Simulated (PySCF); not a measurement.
Working out the excitation energy of C⁺

C⁺ [He] 2s2 2p1 (2P) → C⁺ [He] 2s2 3d1 (2D). Calculation: PySCF 2.14, in aug-cc-pwCVDZ (5s4p2d, 27 functions); the non-relativistic Hamiltonian (point nucleus). Frozen: nothing. Energies in hartree (1 hartree = 27.21139 eV):

```tsv
part	C⁺ (lower)	C⁺ (upper)
UHF	-37.290765	-36.559767
CCSD correlation	-0.097927	-0.098499
(T)	-0.000965	-0.001207
```

Task: What does Hartree-Fock give?

Result: (-36.559767) − (-37.290765) = 0.730998 hartree = 19.891 eV.

Task: What do CCSD and CCSD(T) give?

Result: The CCSD correlation energies differ by -0.000572 hartree = -0.016 eV and the triples by -0.000242 hartree = -0.007 eV, so CCSD gives 19.875 eV and CCSD(T) 19.868 eV.

Measured between the centres of the two terms (NIST): 18.041 eV, so CCSD(T) (valence and next inner shell) is off by 1.827 eV.

A double-zeta basis recovers only part of the correlation energy.

The coupled-cluster amplitudes are large, so a single reference is strained.

What remains against the reference includes basis incompleteness and higher excitations.
